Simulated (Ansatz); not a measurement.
C$_{2}$H$_{9}$FSi$_{2}$, SMILES `CC([SiH3])[SiH2]F`, relaxed with RKS PBE-D4/def2-SVP in the Gaussian-basis code of Ansatz from a rough embedded geometry. The force threshold is 0.03 eV/Å; the program also tests the step.

Total charge 0; spin multiplicity 1.

Start:

```xyz
14

C    -0.886   -0.896   -0.982
C    -0.181   -0.415    0.247
Si   -0.733    1.255    0.789
Si    1.653   -0.126    0.066
F     2.303   -1.613   -0.303
H    -0.720   -0.304   -1.899
H    -1.962   -1.025   -0.869
H    -0.491   -1.911   -1.305
H    -0.423   -1.127    1.052
H    -0.495    2.298   -0.254
H    -0.133    1.675    2.070
H    -2.243    1.267    0.998
H     2.042    0.726   -0.991
H     2.269    0.196    1.381
```

| step | energy (eV) | largest force (eV/Å) | largest move (Å) |
| --- | --- | --- | --- |
| 1 | -20671.4132 | 3.093 | 0.000 |
| 2 | -20671.7821 | 0.881 | 0.133 |
| 3 | -20671.8224 | 0.239 | 0.047 |
| 4 | -20671.8269 | 0.117 | 0.029 |
| 5 | -20671.8287 | 0.028 | 0.027 |

End:

```xyz
14

C    -0.845   -0.902   -1.009
C    -0.153   -0.361    0.262
Si   -0.863    1.321    0.805
Si    1.715   -0.271    0.066
F     2.284   -1.753   -0.373
H    -0.693   -0.221   -1.873
H    -1.940   -1.012   -0.867
H    -0.444   -1.895   -1.301
H    -0.337   -1.050    1.120
H    -0.607    2.358   -0.257
H    -0.230    1.784    2.089
H    -2.351    1.203    1.006
H     2.088    0.690   -1.028
H     2.376    0.109    1.361
```

Hardware: 4 threads of an Arm Neoverse V1 on a shared host. Wall time 9.5 s, peak host memory 0.17 GiB.
